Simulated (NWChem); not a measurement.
# Basis-set convergence for H$_{2}$AlF

SMILES: [F][AlH2]
```xyz
4

Al     0.0000     0.0000    -0.5654
H     -1.4088     0.0000    -1.2803
H      1.4088     0.0000    -1.2803
F      0.0000     0.0000     1.1012
```
Charge 0, spin multiplicity 1.

The numbers come from NWChem runs, not from measurements. The geometry was optimised at PBE0/def2-SVP, a minimum by its harmonic frequencies.

Quantity: vertical ionisation energy at the level ΔMP2 (Δ: difference of total energies, the cation a doublet at the parent's geometry with its hole in an orbital of symmetry b1 (C2v labels); it is the state that the SCF runs reached, from PBE0 orbitals for Hartree-Fock references, and need not be the lowest).

The correlated methods keep 6 core orbitals frozen. The Pople sets run with spherical d functions. The structure started from a generated list of species. No SCF solution was tested for a lower state. Open-shell Hartree-Fock references start from PBE0 orbitals.

| basis | functions | vertical ionisation energy (eV) |
|---|---|---|
| STO-3G | 16 | 7.38 |
| 3-21G | 26 | [?] |
| 6-31G* | 36 | 11.32 |
| def2-SVP | 42 | 11.58 |
| 6-311G** | 56 | 11.59 |
| 6-311++G** | 66 | 11.66 |
| aug-pcseg-1 | 68 | [?] |
| cc-pVTZ | 92 | 11.76 |
| aug-cc-pVTZ | 142 | 11.79 |
| def2-QZVP | 187 | [?] |

Some entries are withheld; supply them.


- 3-21G, vertical ionisation energy (eV): 11.10
- aug-pcseg-1, vertical ionisation energy (eV): 11.64
- def2-QZVP, vertical ionisation energy (eV): 11.82
